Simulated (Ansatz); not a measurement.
Molecule: CH6NSi, charge 0, multiplicity 2. It need not be the lowest isomer of its formula. 
Structure (B3LYP-D3(BJ)/def2-TZVP (Ansatz, a quantum-chemistry and plane-wave program) minimum search):
```xyz
9

C     -1.5881    -0.1875     0.6057
N     -0.4980    -0.5685    -0.2285
Si     1.0262     0.2720    -0.2541
H     -2.2168    -1.0508     0.8464
H     -1.3150     0.3401     1.5300
H     -2.2318     0.4982     0.0294
H      2.1064    -0.7399    -0.2745
H      1.2300     1.1886     0.9022
H      1.0760     1.0611    -1.5106
```
Charge 0, spin multiplicity 2.

Dipole moments at this geometry, in debye (magnitudes).

```csv
level,program,dipole (D)
SVWN5/def2-TZVPD,Ansatz,1.41
B97M-V/def2-TZVPD,Ansatz,[?]
CAM-B3LYP/def2-TZVPD,Ansatz,1.41
wB97M-V/def2-TZVPD,Ansatz,1.40
CCSD(T)/aug-cc-pV(D+d)Z,Ansatz,[?]
```

What belongs in the gaps?


- B97M-V/def2-TZVPD, dipole (D): 1.33
- CCSD(T)/aug-cc-pV(D+d)Z, dipole (D): 1.36
